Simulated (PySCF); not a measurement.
# Radial density of Sc⁺ (scandium, charge +1)

UHF, [Ar] 3d1 4s1, high-spin 3D determinant. All numbers are calculated (PySCF 2.14, no relativity, point nucleus, in aug-cc-pVDZ (7s6p4d2f, 59 functions)).

| r (bohr) | 4πr²ρ (e/bohr) | 4πr²(ρα − ρβ) |
| --- | --- | --- |
| 0.00131 | 0.1258 | 0.0001 |
| 0.00220 | 0.3428 | 0.0001 |
| 0.00370 | 0.9108 | 0.0004 |
| 0.00622 | 2.318 | 0.0009 |
| 0.0105 | 5.489 | 0.0022 |
| 0.0176 | 11.52 | 0.0044 |
| 0.0296 | 19.81 | 0.0070 |
| 0.0498 | 24.75 | 0.0060 |
| 0.0838 | 20.66 | -0.0007 |
| 0.141 | 19.30 | 0.0058 |
| 0.237 | 26.32 | 0.0440 |
| 0.399 | 14.95 | 0.1300 |
| 0.671 | 7.066 | 0.4450 |
| 1.13 | 8.093 | 0.5885 |
| 1.90 | 2.026 | 0.4917 |
| 3.19 | 0.4725 | 0.4405 |
| 5.37 | 0.08978 | 0.0898 |
| 9.03 | 0.0007534 | 0.0007 |
